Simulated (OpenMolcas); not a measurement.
## Fe3+: ligand-field states by method

Fe3+ with 4 ligands (chloride) in tetrahedral coordination (Td) at 2.32 Å. A charge of +0.25 e stands 2.4 Å behind each ligand. Ligand basis ANO-RCC-VDZP.

* Program: OpenMolcas 26.06
* Basis: ANO-RCC-VTZP [6s5p3d2f1g]
* Scalar Hamiltonian: DKH2, point nucleus
* Active space: 5 electrons in 5 orbitals (3d)
* State averaging: 2S+1 = 6 even, 1 root; 2S+1 = 4 even, 24 roots; 2S+1 = 2 even, 75 roots
* Spin-orbit coupling: RASSI with atomic mean-field integrals over the reference wave functions

I. CASSCF
II. SS-CASPT2, IPEA 0.25 Eh, imaginary shift 0.1 Eh (closed shells correlated: 3s 3p and the ligand valence shells)

Spin-free states (labels of Td) in cm-1, each column counted from its own energy of the first state listed:

```tsv
State	Degeneracy	I	II
6A1	1	0	0
4T1	3	31751	18760
4T2	3	32932	18640
4E	2	33727	19920
4A1	1	33761	21510
4T2	3	40538	23790
4T1	3	40692	29690
4E	2	41970	26520
2T2	3	45239	21940
2A2	1	45781	23140
2T1	3	46599	24530
2T2	3	46667	22760
2E	2	47017	23870
2A1	1	47894	26160
2T2	3	51140	25510
2E	2	52311	27260
2T1	3	54177	28520
4T1	3	54897	35130
2A2	1	55515	34340
2T2	3	55788	32180
```

From I to II, I's first state of another spin (4T1) moves from 31751 to 18760 cm-1, by about -13000 cm-1. In II another state of that kind comes below it.

χT at 300 K: I 4.39, II 4.38 cm3 K/mol.

Roots that are degenerate in the reference are averaged as groups; the widest CASPT2 spread within a group is 1500 cm-1 (the 2-fold group of multiplicity 2 near 27300 cm-1 above the lowest state of its run, II). Shifts and gaps below about the spread of the groups concerned are not significant. Over all roots computed the reference weight is 0.64 to 0.73 in II; the roots of lowest weight are the least certain, and an intruder state may touch them. Ligand-to-metal charge-transfer states are missing. With no ligand orbital active B as a rule stays too high, so bands that hang on it stand too high and its fall with covalency is understated. Without dynamic correlation the repulsion within the d shell is too large (B by tens of per cent), so at a given field states of lower spin stand too high (holds for I). With metal d orbitals alone and no dynamic correlation the field as a rule comes out too small, by tens of per cent, by up to half for chloride and softer ligands (holds for I). With one d shell and no ligand orbital active, 10Dq can be off by a tenth or more (holds for II). The distance lies 3 % over the 2.25 Å that this model takes as the normal distance (a Shannon-type radius plus a fixed donor radius); by an R⁻⁵ law this alone changes a d-shell field by about -14 %. No measured value stands beside these numbers; the geometry was imposed, not optimised, and the real ion may take another.
